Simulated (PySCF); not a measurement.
**A ladder of Hamiltonians for Sn³²⁺ (tin, charge +32)**

Occupied: 1s1/2, 2s1/2, 2p1/2, 2p3/2, 3s1/2, 3p1/2, 3p3/2. Hartree-Fock calculated with PySCF 2.14 in an uncontracted even-tempered set (21 s from 2.4 bohr⁻², ratio 2.3; 16 p from 2.9 bohr⁻², ratio 2.3), Gaussian nucleus throughout. NR is non-relativistic, sf-X2C the spin-free one-electron X2C Hamiltonian, X2C adds the bare one-electron spin-orbit term, X2C-SNSO screens it by Boettger's factors, DC is four-component Dirac-Coulomb, and the Gaunt term is added at first order (total energies over the DC spinors, levels after relaxing the spinors in that mean field). QED terms are absent. Levels marked empty are virtual spinors of this ion; the basis has s and p functions only, so 3d, which can lie below the n = 4 levels, is absent.

```
Hamiltonian  E (hartree)  E − E(DC) (hartree)  CPU seconds
         NR   -5268.2709             152.2960         0.66
     sf-X2C   -5417.6074               2.9595         0.47
        X2C   -5419.2069               1.3600         0.47
   X2C-SNSO   -5419.0775               1.4894         0.48
         DC   -5420.5669               0.0000           32
   DC+Gaunt   -5415.9940               4.5729           57
```

Q: Give the 2p spin-orbit interval with each Hamiltonian that has one.

A: X2C 247.3; X2C-SNSO 237.0; DC 235.6; DC+Gaunt 232.3 (eV).

```tsv
level (eV)	NR	sf-X2C	X2C	X2C-SNSO	DC	DC+Gaunt
1s1/2	-29972.9	-30996.0	-30993.5	-30993.7	-31018.9	-30949.6
2s1/2	-5863.9	-6129.7	-6129.0	-6129.1	-6132.0	-6125.2
2p1/2	-5591.2	-5668.6	-5838.8	-5831.4	-5832.4	-5821.1
2p3/2	-5591.2	-5668.6	-5591.4	-5594.5	-5596.8	-5588.8
3s1/2	-2178.8	-2252.1	-2251.9	-2251.9	-2252.6	-2251.1
3p1/2	-2066.9	-2094.1	-2133.7	-2132.0	-2132.2	-2129.7
3p3/2	-2066.9	-2094.1	-2076.1	-2076.8	-2077.3	-2075.5
4s1/2 (empty)	-1067.2	-1094.3	-1094.3	-1094.3	-1094.5	-1094.0
4p1/2 (empty)	-1026.0	-1037.3	-1050.8	-1050.3	-1050.3	-1049.4
4p3/2 (empty)	-1026.0	-1037.3	-1031.1	-1031.4	-1031.5	-1030.9
```

Weight of the small component: 1s1/2 0.0337, 2s1/2 0.00732, 2p1/2 0.00727, 2p3/2 0.00696, 3s1/2 0.00257, 3p1/2 0.00250, 3p3/2 0.00243, 4s1/2 0.00117, 4p1/2 0.00114, 4p3/2 0.00111.

Koopmans' value for the highest occupied level at DC+Gaunt: 2075.5 eV, against an ionisation energy of 2074 ± 6 eV (semi-empirical (NIST evaluation); NIST Atomic Spectra Database, ionization energies); the former lacks relaxation, correlation, QED and recoil.

The whole ladder took 99 s of wall time on 1 thread of Intel(R) Xeon(R) Platinum 8259CL CPU @ 2.50GHz (shared host), launched as `OMP_NUM_THREADS=1 python relrun2.py TASK.json OUT` (a driver that calls PySCF for each Hamiltonian).
